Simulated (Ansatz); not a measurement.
Program: Ansatz 0.2.0.

A structure relaxed at PBE0-D4/def2-TZVP, charge 0, multiplicity 1:

```tsv
atom	x (Å)	y (Å)	z (Å)
C1	-1.2733	-0.4437	-2.2794
C2	-0.7398	-0.2171	-1.2126
Ti3	0.1677	0.1685	0.5826
O4	0.9151	1.7800	0.4331
O5	1.3342	-1.1488	0.8278
O6	-1.0662	0.1978	1.8760
H7	-1.7463	-0.6416	-3.2148
H8	1.5107	2.1913	-0.1940
H9	2.2524	-1.3882	0.7121
H10	-1.3547	-0.4983	2.4692
```

Task: Give its formula and SMILES.

Result: C2H4O3Ti, `C#[C][Ti]([OH])([OH])[OH]`.

Task: Summarise the bond lengths by kind.

Result: 1 × C–C 1.214 Å; 1 × C–H 1.067 Å; 1 × C–Ti 2.048 Å; 3 × O–Ti 1.777 to 1.788 Å; 3 × H–O 0.956 to 0.959 Å.
